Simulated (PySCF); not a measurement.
C₃H₇BN₂, SMILES NB(C=C=C)N.

Coordinates come from a PBE0-D3(BJ)/def2-SVP optimisation. This is a generated structure with no PubChem entry under its InChIKey; it may be hypothetical. The values are those of a single conformer.

All values below come from M06-2X/def2-TZVP (PySCF).

Symmetry labels are those of the subgroup Cs that the program uses (full group Cs).

Computed valence orbital energies around the gap with their symmetry:
| orbital | symmetry | energy (eV) |
|---|---|---|
| HOMO−7 | A" | -13.74 |
| HOMO−6 | A' | -13.68 |
| HOMO−5 | A' | -13.07 |
| HOMO−4 | A' | -11.88 |
| HOMO−3 | A" | -10.70 |
| HOMO−2 | A' | -8.50 |
| HOMO−1 | A" | -8.47 |
| HOMO | A" | -8.30 |
| LUMO | A" | 0.85 |
| LUMO+1 | A' | 1.37 |
| LUMO+2 | A' | 1.51 |
| LUMO+3 | A' | 2.35 |
